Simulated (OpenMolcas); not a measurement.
**What dynamic correlation does to the levels of Bi**

* Program: OpenMolcas 26.06
* Basis: ANO-RCC-VQZP [9s8p6d4f3g]
* Scalar Hamiltonian: DKH2, point nucleus
* Active space: 5 electrons in 8 orbitals (6s 6p 7s 7p)
* State averaging: 2S+1 = 4 odd, 1 root; 2S+1 = 2 odd, 8 roots
* Spin-orbit coupling: state interaction with AMFI integrals over the reference wave functions, term energies averaged over their components

Methods on the same reference wave functions:
A. CASSCF
B. SS-CASPT2, IPEA 0.25 Eh, imaginary shift 0.1 Eh (closed shells correlated: 5d)

Energies in cm⁻¹ above 6s² 6p³ ⁴S°_3/2, the measured ground level; measured values from NIST Handbook of Basic Atomic Spectroscopic Data.

| Level | A | B | Measured |
| --- | --- | --- | --- |
| 6s² 6p³ ⁴S°_3/2 [70 %] | 0.0 | 0.0 | 0.0 |
| 6s² 6p³ ²D°_3/2 [65 %] | 11795 | 10250 | 11419 |
| 6s² 6p³ ²D°_5/2 | 16657 | 14280 | 15438 |
| 6s² 6p³ ²P°_1/2 | 21910 | 21420 | 21661 |
| 6s² 6p³ ²P°_3/2 [65 %] | 30807 | 29880 | 33165 |

Deviations, from unrounded energies. A percentage is the sum of absolute deviations over the sum of measured energies, with the sign that they share, or ± where signs differ.

```tsv
Against measurement	Levels	A	B
mean absolute deviation (cm-1)	4	1100	1500
other terms of the ground configuration (%)	4	±5.1	-7.2
```

A lies closest to measurement on these levels. The largest miss of A in the table is 6s² 6p³ ²P°_3/2 [65 %], by -2400 cm-1. The ranking rests on the paired levels alone, and a cruder setting can come out closer through cancelling errors.

From A to B the spin-free energies of the other terms of 6s² 6p³ shown, above ⁴S°, scale by factors of 0.78 to 0.95.

The lowest spin-free term lies below A's lowest term by 0.496 hartree in B.

CASPT2 breaks the degeneracy within a term, and the mean is taken; among the terms shown or strongly mixed into the levels shown the widest spread is 160 cm-1 (6s² 6p³ ²D°, B). Active for correlation alone: 7p 7s; no level in the range computed is led by a configuration that fills them, so any true level of that kind is missing. Spin-orbit splittings of 6p shells tend to come out small when the coupling is added on scalar orbitals. Measured partners are found by configuration, term and J. A level has none where our copy of the source lacks it or the pairing is in doubt (some pairs that miss far off the trend of their configuration count as doubtful), and it then counts in no deviation. Levels of configurations outside the active space are missing.

A share in square brackets marks a mixed level and gives the weight of the term that names it, the lowest over the columns. ° marks odd parity.
